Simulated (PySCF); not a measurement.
All of these have the formula C6H10OSi. Method used: TDDFT CAM-B3LYP/def2-SVPD, vertical, gas phase, core orbitals frozen in the response (PySCF 2.14.0, density-fitted response routines). Geometries: GFN2-xTB; one conformer of each isolated species. Triplets are in the Tamm–Dancoff approximation. 'Strongest' means the level of largest summed f among the lowest 8 singlets; it needn't be the same kind of state in each.

Question: Rank by computed energy of the strongest computed level, highest first.
A. `[SiH3]OC(=C)/C=C\C=C`
B. `C=C/C=C/C=C\O[SiH3]`
C. `C#C[C@H](C)C(=O)C[SiH3]`
D. `CO[Si]1(C)C=CC=C1`
E. `CC#C[C@@H]1[SiH2]O[C@@H]1C`
F. `C=C[C@@H]1OC=C[Si@H]1C`

Answer: C (7.54 eV), D (6.93 eV), F (6.74 eV), E (5.82 eV), A (4.90 eV), B (4.65 eV).

| SMILES | strongest (eV) | f (S1) | α (au) | S1 (eV) | T1 (eV) | f (strongest) | S1 mainly |
| --- | --- | --- | --- | --- | --- | --- | --- |
| C#C[C@H](C)C(=O)C[SiH3] | 7.54 | 0.002 | 96.0 | 4.45 | 3.95 | 0.15 | H→L (81%) |
| CO[Si]1(C)C=CC=C1 | 6.93 | 0.044 | 93.4 | 4.17 | 2.49 | 0.05 | H→L (98%) |
| C=C[C@@H]1OC=C[Si@H]1C | 6.74 | 0.147 | 98.6 | 6.12 | 4.11 | 0.16 | H→L (60%) |
| CC#C[C@@H]1[SiH2]O[C@@H]1C | 5.82 | 0.033 | 96.4 | 5.82 | 5.25 | 0.03 | H→L (92%) |
| C=C/C=C\C(=C)O[SiH3] | 4.90 | 0.905 | 114.7 | 4.90 | 2.62 | 0.90 | H→L (98%) |
| C=C/C=C/C=C\O[SiH3] | 4.65 | 1.048 | 121.9 | 4.65 | 2.46 | 1.05 | H→L (98%) |

H and L stand for HOMO and LUMO.

- `C#C[C@H](C)C(=O)C[SiH3]`: Löwdin shares by element: HOMO oxygen 43%, carbon 30% or more (atoms not listed hold the other 27%); LUMO carbon 37% or more, oxygen 24%, silicon 10% (atoms not listed hold the other 29%).
- `CO[Si]1(C)C=CC=C1`: Löwdin shares by element: HOMO carbon 88% or more; LUMO carbon 73% or more (atoms not listed hold the other 27%).
- `C=C[C@@H]1OC=C[Si@H]1C`: Löwdin shares by element: HOMO carbon 50% or more, oxygen 24%, silicon 6% (atoms not listed hold the other 20%); LUMO carbon 35% or more, silicon 14% (atoms not listed hold the other 51%).
- `CC#C[C@@H]1[SiH2]O[C@@H]1C`: Löwdin shares by element: HOMO carbon 70% or more, silicon 8% (atoms not listed hold the other 21%); LUMO silicon 38%, hydrogen 24% or more, oxygen 13% (atoms not listed hold the other 24%).
- `C=C/C=C\C(=C)O[SiH3]`: Löwdin shares by element: HOMO carbon 66% or more (atoms not listed hold the other 34%); LUMO carbon 65% or more (atoms not listed hold the other 35%).
- `C=C/C=C/C=C\O[SiH3]`: Löwdin shares by element: HOMO carbon 60% or more (atoms not listed hold the other 40%); LUMO carbon 64% or more (atoms not listed hold the other 36%).
